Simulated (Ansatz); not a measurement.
Geometry optimisation, RHF/def2-SVPD (Ansatz 0.2.0).

Input file:

```yaml
crystal:
  periodic: [false, false, false]
  atoms:
    - { symbol: Ge, position_ang: [0.0, 0.0, 0.0] }
    - { symbol: H, position_ang: [0.0, 0.0, 1.55] }
    - { symbol: F, position_ang: [1.5842, 0.0, -0.5594] }
    - { symbol: F, position_ang: [-0.7913, 1.3709, -0.5594] }
    - { symbol: F, position_ang: [-0.7913, -1.3709, -0.5594] }
basis:
  gaussian: { orbitals: def2-SVPD }
hamiltonian:
  xc: hf
relax:
  f_tol: 0.02
  max_steps: 40
```

Launched with:

```bash
$ ansatz run input.yaml --threads 2 --pin off --max-ram 3072MiB --backend cpu --events-out ev --progress --plain --runs-dir out
```

**Question.** Where does it end, and by what steps?

**Answer.** The forces met the threshold. After 2 steps the energy has fallen by 0.089 eV; Ge1 moved furthest, 0.07 Å.

```json
{"step": "0", "energy less start (eV)": "0.0000", "largest force component (eV/Å)": "2.515", "accepted": "yes"}
{"step": "1", "energy less start (eV)": "-0.0864", "largest force component (eV/Å)": "0.406", "accepted": "yes"}
{"step": "2", "energy less start (eV)": "-0.0891", "largest force component (eV/Å)": "0.019", "accepted": "yes"}
```

```xyz
5
Properties=species:S:1:pos:R:3
Ge 0.000 0.000 0.066
H 0.000 0.000 1.571
F 1.567 0.000 -0.588
F -0.783 1.357 -0.588
F -0.783 -1.357 -0.588
```

Time of the run: 5.8 s on 2 threads of Arm Neoverse V2 (shared host), peak memory 0.25 GiB.
